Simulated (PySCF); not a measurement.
Isomers C$_{6}$H$_{6}$O$_{2}$:

A. SMILES O=CC1=COC=CC1
B. SMILES O=COC1=CC=CC1
C. SMILES C#CC(=O)OCC=C

Spectrum 1. $^{1}$H NMR (400 MHz, computed): δ 6.08 (m, 1H), 5.83 (m, 1H), 5.71 (m, 1H), 4.84 (d, 2H), 2.19 (s, 1H). $^{13}$C{$^{1}$H} NMR (computed): δ 158.6 (C), 140.6 (CH), 129.8 (CH2), 81.5 (CH), 79.9 (C), 70.0 (CH2).

Spectrum 2. $^{1}$H NMR (400 MHz, computed): δ 8.19 (s, 1H), 6.72 (m, 1H), 6.37 (m, 1H), 6.30 (d, 1H), 3.98 (m, 2H). $^{13}$C{$^{1}$H} NMR (computed): δ 165.8 (C), 161.4 (CH), 136.4 (CH), 133.9 (CH), 120.2 (CH), 46.3 (CH2).

Spectrum 3. $^{1}$H NMR (400 MHz, computed): δ 9.61 (s, 1H), 7.02 (s, 1H), 6.54 (d, 1H), 5.36 (m, 1H), 2.99 (m, 2H). $^{13}$C{$^{1}$H} NMR (computed): δ 192.7 (CH), 166.2 (CH), 146.5 (CH), 121.8 (C), 114.0 (CH), 22.2 (CH2).

Theory: structure optimised with GFN2-xTB, NMR shieldings at PBE0/pcSseg-1/GIAO, in PySCF 2.14.0 with density-fitted response routines (rapidly exchanging positions averaged, single conformer, non-relativistic, no solvent).

Scale: $^{1}$H (σref 31.72), $^{13}$C (σref 186.93) vs TMS (reference shieldings calculated alike). Where no couplings were computed, multiplicities follow the n + 1 count of equivalent neighbours, and m marks all less simple cases (inequivalent or close neighbours, rings, F or P nearby). Shifts are as computed. Against solution values, carbons near 30 ppm lie about +3 ppm off and those near 130 ppm about +5 ppm. Of 1211 compounds with measured shifts, 218 miss one by over three times the rms of a fit or turn the order of signals round; such compounds aren't used in these exercises.

Problem. Match each spectrum to its structure.

Solution. 1–C, 2–B, 3–A.

- Spectrum 1 (C): 6 $^{13}$C signals; δC 158.6 is an ester carbonyl carbon; δC 140.6 is an alkene CH.
- Spectrum 2 (B): 6 $^{13}$C signals; δC 165.8 is an alkene carbon bearing oxygen; δC 161.4 is an ester carbonyl carbon.
- Spectrum 3 (A): 6 $^{13}$C signals; δC 192.7 is an aldehyde carbonyl carbon; δC 166.2 is an alkene carbon bearing oxygen.
